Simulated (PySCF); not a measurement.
**How methods differ on the excitation energy of Yb**

Yb [Xe] 4f14 6s2 (1S) → Yb [Xe] 4f14 6s1 6p1 (3P), as a difference of total energies. All numbers are calculated (PySCF 2.14, the spin-free X2C one-electron Hamiltonian (Gaussian nucleus), in ANO-RCC-VTZP (8s7p5d3f2g1h, 104 functions)). The calculations carry no spin-orbit coupling.

```csv
method,excitation energy (eV),error (eV)
UHF,1.351,-0.988
MN15,2.979,+0.640
M06-L,2.524,+0.185
LC-wPBE,1.857,-0.482
```

Reference: 2.339 eV (measured; NIST levels, between the centres of gravity of the two terms).

The basis was made for the ground configuration and has no added diffuse functions, so the excitation energy can come out too high.
